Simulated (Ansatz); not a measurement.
Geometry optimisation, RKS BHLYP/def2-SVP in Ansatz 0.2.0.

Input:

```yaml
crystal:
  periodic: [false, false, false]
  atoms:
    - { symbol: Zr, position_ang: [0.0, 0.0, 0.0] }
    - { symbol: Cl, position_ang: [0.0, 0.0, 2.87] }
    - { symbol: Cl, position_ang: [2.3764, 0.0, -0.8392] }
    - { symbol: Cl, position_ang: [-1.1869, 2.0563, -0.8392] }
    - { symbol: Cl, position_ang: [-1.1869, -2.0563, -0.8392] }
    - { symbol: Br, position_ang: [-2.847, 0.0, 0.946] }
    - { symbol: H, position_ang: [-1.5885, 0.0, 2.3396] }
basis:
  gaussian: { orbitals: def2-SVP }
hamiltonian:
  xc: { name: BHLYP }
relax:
  f_tol: 0.15
  max_steps: 25
  restrain:
    - { distance: [0, 5], at: 2.7, k: 30.0 }
    - { distance: [6, 1], at: 1.37, k: 30.0 }
    - { distance: [0, 1], at: 3.72, k: 30.0 }
    - { distance: [6, 5], at: 2.75, k: 30.0 }
```

Run as:

```bash
$ ansatz run input.yaml --threads 4 --pin off --max-ram 5120MiB --backend cpu --events-out ev --progress --plain --runs-dir out
```

**Question.** Where does it end, and by what steps?

**Answer.** The run converged. The restraints hold the end off the free minimum; the threshold counts their pulls, which the force column leaves out. Restrained pairs: Zr1–Br6 (3.00 → 2.66 Å), Cl2–H7 (1.67 → 1.33 Å), Zr1–Cl2 (2.87 → 3.72 Å), Br6–H7 (1.88 → 2.75 Å). After 9 steps the energy has fallen by 2.479 eV (the restraints' own energy left out); Cl3 moved furthest, 1.14 Å.

```csv
step,energy less start (eV),largest force component (eV/Å),accepted
0,0.0000,2.288,yes
1,0.0182,2.227,yes
2,-0.2256,2.258,yes
3,-0.7915,1.665,yes
4,-1.3821,1.263,yes
5,-1.8087,1.365,yes
6,-2.1122,1.553,yes
7,-2.3304,1.498,yes
8,-2.4534,1.438,yes
9,-2.4795,1.360,yes
```

```xyz
7
Properties=species:S:1:pos:R:3
Zr -0.601 0.000 -0.460
Cl 0.164 0.000 3.181
Cl 1.671 0.000 0.061
Cl -0.891 1.843 -1.825
Cl -0.891 -1.843 -1.825
Br -2.735 0.000 1.129
H -1.150 0.000 3.377
```

Run time: 26 s on 4 threads of Intel(R) Xeon(R) 6975P-C (Granite Rapids) (shared host), peak memory 0.48 GiB.
